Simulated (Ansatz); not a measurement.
Computed with frozen-core CCSD(T)/def2-TZVPP // PBE0-D3(BJ)/def2-TZVP (Ansatz, a first-principles code). The restricted HF reference is unstable towards unrestricted orbitals.

Ansatz 0.2 input:
```yaml
crystal:
  periodic: [false, false, false]
  atoms:
    - { symbol: C, position_ang: [-1.922857, -0.005785, 0.228057] }
    - { symbol: C, position_ang: [-0.690104, 0.241468, -0.077483] }
    - { symbol: C, position_ang: [0.568749, 0.476316, -0.377978] }
    - { symbol: C, position_ang: [1.626146, -0.396471, 0.070064] }
    - { symbol: S, position_ang: [3.198483, -0.185405, -0.251868] }
    - { symbol: H, position_ang: [-2.548024, -0.618495, -0.41444] }
    - { symbol: H, position_ang: [-2.367852, 0.395618, 1.133551] }
    - { symbol: H, position_ang: [0.840395, 1.34146, -0.976364] }
    - { symbol: H, position_ang: [1.29506, -1.248706, 0.666464] }
basis:
  gaussian: { orbitals: def2-TZVPP }
correlation:
  method: ccsd_t
```

Output:

```
Functional definition: HF
1322 factors; integrals over basis functions are off by at most 6.0e-4 eV
mean field evaluation 1: about -14999.3345 eV, gradient 2.7e1 eV
mean field evaluation 2: about -14999.6346 eV, gradient 2.7e1 eV
mean field evaluation 4: about -15002.0608 eV, gradient 3.1e0 eV
mean field evaluation 8: about -15002.1050 eV, gradient 4.5e-1 eV
mean field evaluation 16: about -15002.1062 eV, gradient 2.5e-6 eV
mean field evaluation 32: about -14994.6854 eV, gradient 3.7e-1 eV
mean field evaluation 64: about -14994.6886 eV, gradient 1.7e-3 eV
mean field -15002.10621312 eV, -551.3172345393 hartree, gradient 2.5e-6 eV, S^2 0.000000; 0 other end points of the search recorded, 0 dependent functions left out; unrestricted orbitals would lower it
9 core orbitals not correlated
reference -15002.10621312 eV, -551.3172345393 hartree; 13, 13 occupied and 200, 200 virtual orbitals, 1322 factors
second order -21.51235914 eV of doubles, -0.00000000 eV of singles
cycle   1  -21.72572048 eV  change   -2.1e-1 eV  update   1.2e-1
cycle   2  -22.35301708 eV  change   -6.3e-1 eV  update   4.1e-2
cycle   3  -22.52254912 eV  change   -1.7e-1 eV  update   2.4e-2
cycle   4  -22.51525981 eV  change    7.3e-3 eV  update   7.7e-3
cycle   5  -22.51467954 eV  change    5.8e-4 eV  update   4.6e-3
cycle   6  -22.51672845 eV  change   -2.0e-3 eV  update   1.5e-3
cycle   7  -22.51642132 eV  change    3.1e-4 eV  update   7.4e-4
cycle   8  -22.51637186 eV  change    4.9e-5 eV  update   2.3e-4
cycle   9  -22.51645805 eV  change   -8.6e-5 eV  update   8.3e-5
cycle  10  -22.51646005 eV  change   -2.0e-6 eV  update   3.3e-5
cycle  11  -22.51643400 eV  change    2.6e-5 eV  update   1.2e-5
perturbative correction -1.22740513 eV, -0.0451063066 hartree
Total energy: -15025.85005225 eV, -552.1898045331 hartree
```

Cost: roughly 4 core-minutes.
